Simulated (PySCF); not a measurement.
A calculated (PBE, PySCF 2.14, cc-pVTZ, the non-relativistic Hamiltonian (point nucleus)) atom or ion has these occupied shells.

| shell | electrons | orbital energy (eV) | rms radius, mean of both spins (bohr) |
| --- | --- | --- | --- |
| 1s | 2 | -106.15 | 0.491 |
| 2s | 2 | -5.612 | 2.86 |

Q: Name the element and its charge.

A: Be (beryllium, neutral), in [He] 2s2, closed-shell 1S.
